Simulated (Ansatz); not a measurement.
Start from `CO[CH2][SbH2]` and change one element to get `COCN`.

Ansatz, PBE0-D4/def2-TZVP geometries, multiplicity 1. Each molecule was computed in one conformer, which needn't be the lowest.

Elements past krypton have def2 core potentials.

```csv
property,`CO[CH2][SbH2]`
HOMO–LUMO gap (PBE/def2-TZVPP) / eV,4.99
LUMO energy (PBE0/def2-TZVPP) / eV,-0.25
LUMO energy (PBE/def2-TZVPP) / eV,-1.02
size of the dipole moment (B3LYP/def2-TZVPP) / D,1.41
size of the dipole moment (ωB97M-V/def2-TZVPP) / D,1.41
HOMO–LUMO gap (B3LYP/def2-TZVPP) / eV,6.41
```

Q: What does the change do to each property? (An estimate is asked.)

A: Computed: 
```csv
property,`COCN`,shift
HOMO–LUMO gap (PBE/def2-TZVPP) / eV,5.93,0.94
LUMO energy (PBE0/def2-TZVPP) / eV,1.07,1.32
LUMO energy (PBE/def2-TZVPP) / eV,0.24,1.26
size of the dipole moment (B3LYP/def2-TZVPP) / D,1.39,-0.02
size of the dipole moment (ωB97M-V/def2-TZVPP) / D,1.41,0.00
HOMO–LUMO gap (B3LYP/def2-TZVPP) / eV,7.71,1.30
```

With PBE0 the HOMO falls by 0.17 eV and the LUMO rises by 1.32 eV, so the gap widens by about 1.49 eV. PBE moves the HOMO by 0.32 eV and ωB97M-V by -0.49 eV. Dipoles are sizes alone; their direction can turn.

B3LYP here is the variant with VWN-RPA as its local correlation; programs differ in this.

Spin–orbit coupling is left out; it splits and shifts lone-pair levels of the heavy atoms by tenths of an eV.
